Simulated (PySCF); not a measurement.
Gas-phase reaction: 2 GeHCl3 + 2 GeH3 → 4 GeH2 + 3 Cl2

Computed with PySCF and rigid-rotor harmonic-oscillator thermochemistry at 1 bar. † marks an energy on the PBE0/def2-TZVP geometry and frequencies. MP2 and CCSD(T) freeze the core. Open shells (unrestricted): GeH3 (multiplicity 2); the rest are closed-shell singlets. Ge: all electrons, no relativistic terms. GeH3, GeH2: computed as isolated molecules; such fragments, hydroxides, amides, oligomers or adducts are transient or little studied in the gas. MP2 isn't extrapolated to the basis-set limit. CCSD(T) isn't extrapolated to the basis-set limit.

PBE0/def2-QZVP† gives ΔH°(298 K) = 1313 kJ.

### Question
What do ωB97X-V/def2-TZVP†, CCSD(T)/def2-TZVPP†, MP2/def2-SVP† give?

### Answer
ωB97X-V/def2-TZVP†: 1330 kJ; CCSD(T)/def2-TZVPP†: 1340 kJ; MP2/def2-SVP†: 1467 kJ. For scale, ΔH°(298 K) is 1313 kJ at this level, 1284 kJ at ωB97M-V/def2-TZVP†, and runs from 830 to 1467 kJ over the 20 levels computed.
